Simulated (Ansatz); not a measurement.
CH₇AlO₂Si, SMILES `[CH3][AlH][O][SiH2]O`. Charge 0, multiplicity 1.

Cartesian coordinates in Å:
```
C 1.9705 0.3815 1.6837
Al 0.1837 -0.2286 1.2341
O -0.4410 0.0721 -0.3057
Si -1.0945 0.1376 -1.7824
O -2.0427 -1.1622 -2.1149
H 2.5469 0.6684 0.8013
H 1.9227 1.2537 2.3452
H 2.5294 -0.3876 2.2255
H -0.7703 -0.9839 2.2478
H -0.0342 0.0959 -2.8148
H -1.8938 1.3892 -1.8703
H -2.8767 -1.2361 -1.6494
```

Task: What are the harmonic wavenumbers in cm⁻¹ at PBE0-D4/def2-TZVP (Ansatz, finite differences of forces, unscaled)? (Estimate.)

Result: The calculation gave: 16, 20, 30, 76, 185, 235, 341, 413, 512, 597, 648, 674, 683, 766, 776, 851, 905, 955, 978, 1140, 1221, 1439, 1441, 1932, 2209, 2251, 3037, 3109, 3136, 3926.

Task: Is this a minimum?

Result: Yes, all 30 modes are real.

Task: Give the ideal-gas thermochemistry at 298.15 K and 1 bar (rigid rotor, harmonic oscillator; point group C1, symmetry number 1).

Result: Zero-point energy 206.4 kJ/mol; H(298) − E = 233.1 kJ/mol; entropy 420.2 J/(mol·K), of which translation 167.0, rotation 115.2, vibration 137.9; G(298) − E = 107.8 kJ/mol. Modes under 100 cm⁻¹ are hindered rotations or soft bends, so the harmonic entropy is rough.

Task: Rotational constants (cm⁻¹)?

Result: 0.3281, 0.04101, 0.03816.
